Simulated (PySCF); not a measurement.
Species: C4H4FNS.
InChI=1S/C4H4FNS/c1-3-6-4(5)2-7-3/h2H,1H3

Method: B3LYP/def2-SVPD in PySCF (dipole) on a GFN2-xTB geometry, gas phase.

Masses are those of the commonest isotopes; rigid-rotor values at the optimised geometry. 

Q: What are A, B and C (MHz)?

A: Ia = 122.29, Ib = 261.21, Ic = 380.37 u·Å²; 505379 MHz·u·Å²/I gives A = 4133, B = 1935, C = 1329 MHz.

Q: What kind of rotor is it?

A: An asymmetric top: κ = (2 × 1935 − 4133 − 1329)/(4133 − 1329) = -0.57.

Q: What does the inertial defect say?

A: Not planar: Δ = Ic − Ia − Ib = -3.13 u·Å². For a rigid frame Δ = −2 Σ m c², so Σ m c² = 1.56 u·Å² lies off the ab plane, practically all of it from hydrogen. The atom farthest from that plane is 0.88 Å away.

Q: Give the other two planar moments, Paa and Pbb, and the rms extents of the mass along the axes.

A: Paa = Σ m a² = (Ib + Ic − Ia)/2 = 259.65 and Pbb = Σ m b² = (Ia + Ic − Ib)/2 = 120.73 u·Å². With the mass M = 117.00 u, the rms extents √(P/M) along a, b and c are 1.49, 1.02, 0.12 Å.

Q: Give the coordinates in the principal-axis frame, origin at the centre of mass.

A: The sense of each axis is arbitrary; atoms in the order of the calculation.
| atom | mass (u) | a (Å) | b (Å) | c (Å) |
| --- | --- | --- | --- | --- |
| C1 | 12.000 | 2.213 | 1.318 | 0.001 |
| C2 | 12.000 | 0.944 | 0.559 | -0.001 |
| N3 | 14.003 | -0.227 | 1.087 | 0.000 |
| C4 | 12.000 | -1.193 | 0.147 | 0.000 |
| F5 | 18.998 | -2.467 | 0.531 | 0.000 |
| C6 | 12.000 | -0.789 | -1.151 | 0.000 |
| S7 | 31.972 | 0.928 | -1.197 | 0.000 |
| H8 | 1.008 | 2.806 | 1.069 | -0.879 |
| H9 | 1.008 | 1.990 | 2.382 | -0.002 |
| H10 | 1.008 | 2.802 | 1.072 | 0.883 |
| H11 | 1.008 | -1.383 | -2.041 | 0.002 |

Q: List the rotational levels J(Ka,Kc) to J = 4 (MHz).

A: Above 0(0,0):
J = 1: 1(0,1) 3263, 1(1,1) 5461, 1(1,0) 6067
J = 2: 2(0,2) 9681, 2(1,2) 11382, 2(1,1) 13200, 2(2,1) 19794, 2(2,0) 19903
J = 3: 3(0,3) 19057, 3(1,3) 20200, 3(1,2) 23824, 3(2,2) 29584, 3(2,1) 30107, 3(3,1) 42152, 3(3,0) 42164
J = 4: 4(0,4) 31183, 4(1,4) 31856, 4(1,3) 37831, 4(2,3) 42552, 4(2,2) 44002, 4(3,2) 55391, 4(3,1) 55476, 4(4,1) 72734, 4(4,0) 72735

Q: Predict some low-J microwave lines.

A: The dipole components are |μa| = 2.30 D, |μb| = 1.35 D, |μc| = 0.00 D; the mirror of this Cs structure is the ab plane, so μc vanishes by symmetry and there are no c-type lines. Intensities carry the squares of the components, which stand as 1.00 : 0.35 (a : b). Some lines, for components of 0.1 D or more:

| type | branch | J(Ka,Kc) | MHz | lower level (cm⁻¹) |
| --- | --- | --- | --- | --- |
| a | Q | 3(2,1) ← 3(2,2) | 523 | 0.987 |
| b | Q | 1(1,0) ← 1(0,1) | 2804 | 0.109 |
| a | R | 1(0,1) ← 0(0,0) | 3263 | 0.000 |
| b | Q | 2(1,1) ← 2(0,2) | 3519 | 0.323 |
| b | Q | 3(1,2) ← 3(0,3) | 4767 | 0.636 |
| a | R | 2(1,2) ← 1(1,1) | 5921 | 0.182 |
| b | R | 3(0,3) ← 2(1,2) | 7675 | 0.380 |
| a | R | 3(0,3) ← 2(0,2) | 9376 | 0.323 |
| b | Q | 3(2,2) ← 3(1,3) | 9384 | 0.674 |
| b | R | 3(2,1) ← 2(1,2) | 18726 | 0.380 |

Q: Estimate the classical rotational partition function at 10 K, 25 K and 100 K.

A: Point group Cs, symmetry number σ = 1; q = (√π/σ)·√((kT/h)³/(ABC)), k/h = 20836.6 MHz/K: 1640 at 10 K, 6470 at 25 K, 51700 at 100 K.

Not checked by GFN2-xTB frequencies. These are rigid-rotor constants of the computed structure; measured ground-state constants (B0) also hold zero-point vibration. A rigid rotor knows nothing of internal rotation, which can split or shift real lines. Quadrupole hyperfine structure (14N) is left out.
